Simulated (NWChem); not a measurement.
System: Cd

NWChem input:

```
start job
memory heap 200 mb stack 900 mb global 1100 mb
geometry units angstroms noautosym nocenter noautoz
  Cd     0.000000     0.000000     0.000000
end
basis spherical
  * library def2-svpd
end
ecp
  Cd library def2-ecp
end
dft
  xc pbe0
  iterations 150
end
property
  response 1 0.0428
end
task dft property
```

def2 effective core potentials on Cd; no spin-orbit coupling.

Field at 1065 nm.

### Question
Give the results of this calculation. (PBE0/def2-SVPD with def2 effective core potentials on Cd.) Quantities: isotropic polarisability (bohr³); anisotropy (bohr³).

### Answer
- isotropic polarisability (bohr³) = 50.7
- anisotropy (bohr³) = 0.0
